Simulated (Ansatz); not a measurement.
Spectroscopic constants of MgH, multiplicity 2 (the spin of the measured ground state).

```tsv
level	bond energy D_e (kcal/mol)	minus CCSD(T)/def2-QZVPP
SVWN5/def2-TZVPP	36.54	4.65
PBE/def2-TZVPP	32.10	0.21
r2SCAN/def2-TZVPP	37.49	5.60
B97M-V/def2-TZVPP	37.60	5.71
B3LYP/def2-TZVPP	33.17	1.28
PBE0/def2-TZVPP	32.49	0.60
BHLYP/def2-TZVPP	32.78	0.90
CAM-B3LYP/def2-TZVPP	33.63	1.75
wB97X-V/def2-TZVPP	33.56	1.67
wB97M-V/def2-TZVPP	29.01	-2.87
B2PLYP/def2-TZVPP	31.73	-0.16
CCSD/def2-TZVPP	30.80	-1.09
CCSD/def2-QZVPP	32.01	0.12
CCSD(T)/def2-TZVPP	30.72	-1.16
CCSD(T)/def2-QZVPP	31.89	0.00
```

 The comparison column counts from a level with limits of its own.

The rows run from 29.01 (wB97M-V/def2-TZVPP) to 37.60 kcal/mol (B97M-V/def2-TZVPP). From def2-TZVPP to def2-QZVPP CCSD(T) changes by 1.16. The 11 functionals in def2-TZVPP without D3 or D4 span 8.58, from wB97M-V to B97M-V.

D_e counts from the fitted minimum to each atom's lowest state at the same level, without counterpoise.

Correlated levels freeze the inner cores; with def2 sets outer-core shells near the valence are correlated too.

Run with Ansatz (an electronic-structure program). Each number belongs to the level named beside it.
